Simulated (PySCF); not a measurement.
Gas-phase reaction: 3 CH2FCF3 + C2H2 (acetylene) ⇌ 2 C2F6 + 4 CH2

Computed with PySCF and rigid-rotor harmonic-oscillator thermochemistry at 1 bar. † marks an energy on the PBE0/def2-TZVP geometry and frequencies; other levels use their own. MP2 freezes the core. 6-31G* has spherical d functions here. Open shells (unrestricted): CH2 (multiplicity 3); the rest are closed-shell singlets. B3LYP is the form with VWN-RPA correlation. MP2 isn't extrapolated to the basis-set limit; its ΔH°(298 K) is 1288.1 kJ in def2-SVP and 1369.2 kJ in def2-TZVPP. The harmonic model lacks anharmonicity and excited electronic states, which grow with temperature; levels with a mode under 35 cm⁻¹ are left out. Internal rotation in CH2FCF3, C2F6 is treated as a harmonic vibration of one conformer, which makes the entropy rough.

| level | ΔE electronic, kJ | ΔH°(298 K), kJ | ΔS°(298 K), J/K | ΔG°(1200 K), kJ |
|---|---|---|---|---|
| B3LYP/6-31G* | 1385 | 1312 | 299 | 934 |
| MP2/def2-TZVPP† | 1442 | 1369 | 296 | 994 |
| PBE0/def2-SVP† | 1364 | 1291 | 296 | 916 |
| PBE0/def2-TZVP | 1384 | 1311 | 296 | 937 |
| ωB97X-V/def2-TZVP† | 1460 | 1387 | 296 | 1012 |
ΔH° is lowest at PBE0/def2-SVP† and highest at ωB97X-V/def2-TZVP†. No reference value is set beside these.
